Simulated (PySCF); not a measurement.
C4H2ClO2 (charge -1).
Atom-mapped SMILES: `[O-:1][c:2]1[cH:3][c:4]([Cl:5])[cH:6][o:7]1`

Structure used (GFN2-xTB), in Å, numbered top down from 1:
```
atom  x, y, z in Å
O1     2.5530   -0.0513    0.1375
C2     1.3183   -0.0691    0.0690
C3     0.3575    0.9481    0.0297
C4    -0.8873    0.3059   -0.0480
Cl5   -2.4350    1.0754   -0.1223
C6    -0.7024   -1.0384   -0.0560
O7     0.6408   -1.2973    0.0145
H8     0.5459    2.0019    0.0543
H9    -1.3774   -1.8692   -0.1039
```

NICS is the negative of the GIAO shielding at a point without a nucleus: at the ring centre (0) and 1 Å above and below it (1); zz is the component along the ring normal. Level: GIAO PBE0/pcSseg-1 (PySCF, non-relativistic, gas phase) on the GFN2-xTB geometry, one conformer.

Ring bond lengths (Å), with Mayer bond orders in brackets: C2–C3 1.400 (1.32), C3–C4 1.403 (1.21), C4–C6 1.357 (1.53), C6–O7 1.370 (0.99), O7–C2 1.404 (0.96).

Task: Give the NICS values of each ring in ppm.

Result: 
```tsv
ring	type	NICS(0)	NICS(1), two faces	NICS(1)zz, two faces	rms pucker (Å)	centre to ring atoms, mean (Å)
C2–C3–C4–C6–O7	5-membered ring with O; formal bonds all aromatic	-10.8	-6.5 / -6.5	-14.7 / -14.7	0.00	1.18
```

Task: What can be read from them?

Result: 
- C2–C3–C4–C6–O7: mean NICS(1)zz -14.7 ppm, shielded.

Task: And the bond-length index? HOMA = 1 − mean of α(R − Ropt)² over the ring bonds, with Krygowski's 1993 parameters (CC: Ropt 1.388 Å, α 257.7 Å⁻²; CO: Ropt 1.265 Å, α 157.38 Å⁻²).

Result: 
- C2–C3–C4–C6–O7: HOMA -0.02; the largest term is that of O7–C2, α(R − Ropt)² = 3.03.

Task: What is the mean of the two in-plane components of NICS at the second NICS(1) probe listed for ring C2–C3–C4–C6–O7, 1 Å off the ring?

Result: The isotropic value is a third of the trace: (3 × -6.5 − (-14.7))/2 = -2.4 ppm.

Task: Give the inner angles of the rings and the Hirshfeld charges of the ring atoms.

Result: 
- C2–C3–C4–C6–O7: C2 107.7° (+0.086 e), C3 106.1° (-0.217 e), C4 109.4° (-0.069 e), C6 108.7° (-0.109 e), O7 108.1° (-0.147 e); sum 540.0° against 540° for a flat convex ring.
